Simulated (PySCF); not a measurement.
Compound: C7H15NOSi.
SMILES with atom numbers: `[CH2:1]=[CH:2][O:3][SiH2:4][N:5]1[CH2:6][CH2:7][CH2:8][C@H:9]1[CH3:10]` (hydrogens: H11, H12 on C1; H13 on C2; H14, H15 on Si4; H16, H17 on C6; H18, H19 on C7; H20, H21 on C8; H22 on C9; H23, H24, H25 on C10)

Computed with PySCF at PBE0/pcSseg-1, non-relativistic, on one gas-phase PBE0-D3(BJ)/def2-SVP geometry that isn't relaxed in the solvent. The solvent is an IEF-PCM continuum (cavity from Bondi-type radii × 1.2). Specific hydrogen bonds and non-electrostatic terms are outside this model.

Gas phase at PBE0/pcSseg-1: HOMO -6.53 eV, LUMO 0.87 eV, dipole 1.52 D.

**Question.** What does the continuum do to the energy, the frontier levels and the dipole at PBE0/pcSseg-1 in tetrahydrofuran and acetonitrile?

**Answer.** 
| solvent | ε | E(solvent) − E(gas) (kJ/mol) | polarisation term (kJ/mol) | distortion of the solute (kJ/mol) | HOMO (eV) | LUMO (eV) | dipole (D) |
| --- | --- | --- | --- | --- | --- | --- | --- |
| tetrahydrofuran | 7.426 | -11.44 | -12.17 | 0.73 | -6.46 | 0.73 | 1.75 |
| acetonitrile | 35.69 | -13.81 | -14.90 | 1.09 | -6.46 | 0.70 | 1.78 |

Polarisation term: ½ Σ q·V over the induced surface charges. Distortion: the rise of the solute's own energy as its density leaves the gas-phase optimum. From tetrahydrofuran to acetonitrile the lowering changes by a factor 1.21, Onsager's factor (ε − 1)/(2ε + 1) by 1.18 and ε itself by 4.8.

**Question.** Which radius a makes the point-dipole formula ΔE = −[(ε − 1)/(2ε + 1)]·μ²/a³ give the value in acetonitrile, with the gas-phase dipole?

**Answer.** μ = 0.599 au and |ΔE| = 0.00526 Eh give a = 1.69 Å; the farthest nucleus lies 5.41 Å from the centroid of the nuclei, so such a sphere wouldn't even hold the nuclei. The formula assumes a rigid point dipole at the centre of a sphere.

**Question.** Which IAO charges (PBE0/pcSseg-1) respond most in acetonitrile (means over atoms taken as equivalent)?

**Answer.** 
```json
{"atoms": "C1", "environment": "terminal =CH2 carbon", "gas (e)": "-0.418", "solvent (e)": "-0.433", "change": "-0.015"}
{"atoms": "H13", "environment": "vinylic hydrogen", "gas (e)": "+0.149", "solvent (e)": "+0.159", "change": "+0.010"}
{"atoms": "O3", "environment": "silyl ether oxygen", "gas (e)": "-0.589", "solvent (e)": "-0.598", "change": "-0.009"}
{"atoms": "C2", "environment": "vinylic carbon bearing oxygen", "gas (e)": "+0.078", "solvent (e)": "+0.069", "change": "-0.009"}
{"atoms": "H11", "environment": "vinylic hydrogen", "gas (e)": "+0.157", "solvent (e)": "+0.164", "change": "+0.007"}
{"atoms": "H12", "environment": "vinylic hydrogen", "gas (e)": "+0.142", "solvent (e)": "+0.149", "change": "+0.007"}
{"atoms": "H19", "environment": "methylene hydrogen", "gas (e)": "+0.137", "solvent (e)": "+0.143", "change": "+0.006"}
{"atoms": "H20", "environment": "methylene hydrogen", "gas (e)": "+0.139", "solvent (e)": "+0.143", "change": "+0.004"}
```

**Question.** Which Mayer bond orders change most in acetonitrile?

**Answer.** 
| bond | length (Å) | gas | solvent | change |
| --- | --- | --- | --- | --- |
| Si4–N5 | 1.711 | 1.040 | 1.053 | +0.013 |
| O3–Si4 | 1.695 | 0.822 | 0.810 | -0.012 |
| N5–C6 | 1.462 | 0.919 | 0.911 | -0.008 |
| C9–N5 | 1.473 | 0.862 | 0.854 | -0.008 |
| C2–O3 | 1.344 | 1.032 | 1.028 | -0.004 |
| C2–H13 | 1.097 | 0.967 | 0.963 | -0.004 |
| Si4–H14 | 1.489 | 0.918 | 0.922 | +0.004 |
| C1–H11 | 1.091 | 0.951 | 0.948 | -0.003 |

**Question.** How do the nuclear quadrupole coupling constants eQVzz/h respond in acetonitrile?

**Answer.** 
```csv
nucleus,Q (barn),gas (MHz),solvent (MHz),η gas,η solvent
17O at O3,-0.0256,-9.38,-9.30,0.12,0.12
14N at N5,0.02044,-5.36,-5.26,0.39,0.37
```
